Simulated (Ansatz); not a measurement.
**Worked example: InH2(CH3) → CH3 + InH2**

Species: InH2(CH3), singlet; CH3 (methyl radical) `[CH3]`, doublet; InH2 `[InH2]`, doublet. 

Shapes, held fixed at every level: PBE0-D4/def2-TZVP. Programs: Ansatz 0.2.0. Electronic energies: no zero-point or thermal term.

At CCSD(T)/def2-TZVPP; 1 Eh = 2625.50 kJ/mol:

| species | energy (Eh) |
| --- | --- |
| InH2(CH3) | -230.488388 |
| CH3 | -39.761719 |
| InH2 | -190.619024 |

**Question.** Work out ΔE of the reaction at this level.

**Answer.** 
1. Products less reactants: (-39.761719) + (-190.619024) − [(-230.488388)] = 0.107645 Eh = +282.6 kJ/mol.

Other levels give +167.8 (HF/def2-TZVPP) to +292.3 kJ/mol (wB97X-V/def2-TZVPP). No measured value is set beside it here. Open shells run unrestricted unless RO is named. For atoms past krypton def2 sets carry core potentials with scalar relativity. Correlated rows may include outer-core shells of In, which these sets cover unevenly.
